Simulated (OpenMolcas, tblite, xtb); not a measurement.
SnH4O2 (SMILES [OH][SnH2][OH]): the dipole moment, rung by rung

SnH4O2: 7 atoms, total charge 0, spin state singlet. As SMILES, `[OH][SnH2][OH]`. The shape comes from GFN2-xTB, which is rough for such elements, and wasn't checked as a minimum. This is one conformer, not always the lowest.

```xyz
7

O    -1.1031   -0.7689   -0.6683
Sn    0.0743    0.5239    0.1900
O     1.6099   -0.5851    0.4537
H    -1.9790   -0.4852   -0.9179
H     0.4463    1.7793   -0.8430
H    -0.5341    1.0102    1.6647
H     1.4857   -1.4742    0.1207
```

Quantity: the dipole moment, in D. The values are calculated.

| level | kind | program | value (D) | CPU time |
| --- | --- | --- | --- | --- |
| GFN2-xTB | semi-empirical | xtb | 2.37 | under 2 s |
| GFN1-xTB | semi-empirical | tblite | 3.75 | under 2 s |
| GFN0-xTB | semi-empirical | xtb | 2.01 | under 2 s |
| IPEA1-xTB | semi-empirical | tblite | 2.63 | under 2 s |
| HF/STO-3G | Hartree–Fock | OpenMolcas | 2.13 | 3.4 s |
| HF/3-21G | Hartree–Fock | OpenMolcas | 2.92 | 3.6 s |
| HF/def2-SVP (core potential) | Hartree–Fock | OpenMolcas | 2.63 | 6.7 s |
| HF/def2-TZVP (core potential) | Hartree–Fock | OpenMolcas | 2.52 | 34 s |
| BP86/STO-3G | GGA | OpenMolcas | 1.54 | 13 s |
| PBE0/def2-SVP (core potential) | global hybrid | OpenMolcas | 2.25 | 23 s |

All-electron rows without a relativistic Hamiltonian named are non-relativistic, while core potentials hold scalar relativity, so basis and relativity change together. The values span 1.54 to 3.75 D. Sets without polarisation functions give poor dipoles. Times are those of the runs behind each value, whatever else they computed, on shared processors of several kinds: orders of magnitude only.
